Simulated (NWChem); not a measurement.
System: BCl2 cation

```xyz
3

Cl    -1.6173    -0.0229     0.0201
B      0.0000     0.0000     0.0000
Cl     1.6173     0.0229    -0.0201
```
Atoms are numbered in this order, from 1.

All runs: NWChem. Structure relaxed at the PBE0/def2-SVP level. B3LYP is NWChem's, with the RPA form of VWN correlation. Vertical excitations in the gas phase; the lowest state need not have the same character in each row.

Q: Order these by “lowest excitation, singlet (eV)”, lowest first: PBE/def2-SVPD, full TDDFT; BHandHLYP/def2-SVPD, full TDDFT; CAM-B3LYP/def2-SVPD, full TDDFT; B3LYP/def2-SVPD, full TDDFT.

A: PBE/def2-SVPD, full TDDFT (6.38), B3LYP/def2-SVPD, full TDDFT (6.66), CAM-B3LYP/def2-SVPD, full TDDFT (6.79), BHandHLYP/def2-SVPD, full TDDFT (7.14)
